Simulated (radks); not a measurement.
Ionisation of neutral zirconium, [Kr] 4d2 5s2, to [Kr] 4d2 5s1 as the strength of local exchange is varied. Method: scalar-relativistic Kohn-Sham, Slater X-alpha exchange (alpha = 2/3 is LDA exchange), no correlation, spin-unpolarised, spherical densities, finite nucleus; Fermi nuclear charge, rms radius 4.2694 fm; computed with a radial shooting solver on a logarithmic mesh with Libxc functionals.

| alpha | E(Zr) (hartree) | exchange (hartree) | IE (eV) | -e of the level emptied (eV) | <r> of it (bohr) |
|---|---|---|---|---|---|
| 0.667 | -3590.95419 | -106.24532 | 6.440 | 3.728 (5s) | 3.779 |
| 0.693 | -3595.10398 | -110.50915 | 6.576 | 3.849 (5s) | 3.754 |
| 0.818 | -3615.11906 | -131.13545 | 7.253 | 4.461 (5s) | 3.637 |
| 0.877 | -3624.60302 | -140.94403 | 7.586 | 4.765 (5s) | 3.584 |
| 1.024 | -3648.33513 | -165.58544 | 8.450 | 5.567 (5s) | 3.458 |
| 1.046 | -3651.89946 | -169.29816 | 8.583 | 5.692 (5s) | 3.439 |

NIST Atomic Spectra Database: 6.634 eV (measured). The Delta-SCF value meets it near alpha = 0.70. Spin polarisation and multiplet splitting are left out, so open shells lie too high by an amount that depends on their filling.

Beside tabulated values, note that spin-unpolarised runs miss the spin-polarisation part of the exchange energy of open shells.
